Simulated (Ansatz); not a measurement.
`C[B](C)[InH2]` + `FC1BO1` → `CB(C)F` + `[InH2][CH]1BO1` at 700 K and 1 bar (redistribution).

Computed with Ansatz on PBE0-D4/def2-TZVP structures; ΔE is electronic, products minus reactants. CCSD(T)/CBS adds triple-zeta CCSD(T) − MP2 to the extrapolated MP2 energy (def2 sets, frozen cores). def2 core potentials past Kr. For In outer-core shells are correlated without core-valence functions, which leaves a few kJ/mol of doubt a bond.

```tsv
species	CCSD(T)/CBS energy (Eh)	H − E (kJ/mol)	S (J/(mol·K))
`C[B](C)[InH2]`	-295.49461	316.7	494.2
`FC1BO1`	-238.98850	136.2	332.0
`CB(C)F`	-204.38401	274.4	410.3
`[InH2][CH]1BO1`	-330.18240	179.0	426.3
```

H − E and S are ideal-gas, rigid-rotor, harmonic terms from PBE0-D4/def2-TZVP, for one conformer and one mirror image of each species. 1 Eh = 2625.50 kJ/mol, R = 8.31446 J/(mol·K).

**Question.** By hand: ΔE, ΔH, ΔS and ΔG.

**Answer.** ΔE = (-204.38401) + (-330.18240) − (-295.49461) − (-238.98850) = -0.08330 Eh = -218.7 kJ/mol. Δ(H − E) = 274.4 + 179.0 − 316.7 − 136.2 = 0.5, so ΔH = -218.2 kJ/mol. ΔS = 410.3 + 426.3 − 494.2 − 332.0 = 10.4 J/(mol·K). ΔG = -218.2 − 700 × (10.4)/1000 = -225.5 kJ/mol.

**Question.** By hand: the equilibrium constant, and the temperature at which ΔG would vanish if ΔH and ΔS stayed fixed.

**Answer.** log₁₀ K = −ΔG/(RT ln 10) = 16.8. ΔH and −TΔS have one sign here, so there is no such temperature.

The number of gas molecules stays the same, so ΔS is small and ΔH decides. A doubt of 5 kJ/mol in ΔE shifts log₁₀ K by 0.4 here. Other conformers and mirror images would add mixing entropy, several J/(mol·K) or more a flexible species. Modes under 60 cm⁻¹, often nearly free rotors, make the harmonic entropy too high. These are equilibria of isolated gas molecules and say nothing of rates. Largest T1 diagnostic: 0.016 (customary marks: 0.02 for closed shells, 0.045 for open ones).

ΔS is within the doubt of such terms, so its sign, and with it that verdict, could turn.
